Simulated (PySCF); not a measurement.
```xyz
6
charge 0 multiplicity 1, angstrom
Sn    0.0867   -0.0096    0.0000
O     1.8992    0.1301    0.0000
O    -1.2643    1.3992    0.0000
O    -1.1141   -1.5264    0.0000
H    -0.8919    2.2866    0.0000
H    -2.0301   -1.2262    0.0000
```

All numbers come from PySCF, PBE0, basis Sn def2-TZVP with ECP28, O def2-TZVP, H def2-TZVP (scalar-relativistic core potentials, no spin–orbit coupling, density fitting).

This geometry of SnO(OH)₂ is a stationary point at this level.

What is the point group?

Cs.

Is it a minimum?

Yes: all harmonic wavenumbers are real.

Which band is strongest in the infrared?

337 cm⁻¹ (a''), 183 km/mol.

Give the atomic charges and bond orders.


| atom | Mulliken | Löwdin | polar tensor | Mayer order to Sn1 |
| --- | --- | --- | --- | --- |
| Sn1 | 1.22 | 0.70 | 1.69 | – |
| O2 | -0.60 | -0.43 | -0.68 | 1.81 |
| O3 | -0.65 | -0.32 | -0.79 | 0.94 |
| O4 | -0.63 | -0.29 | -0.74 | 1.00 |
| H5 | 0.33 | 0.17 | 0.26 | 0.02 |
| H6 | 0.34 | 0.17 | 0.26 | 0.02 |
Other Mayer orders above 0.3: O–H 0.88 (×2).

Other isomers or separated fragments may lie lower.
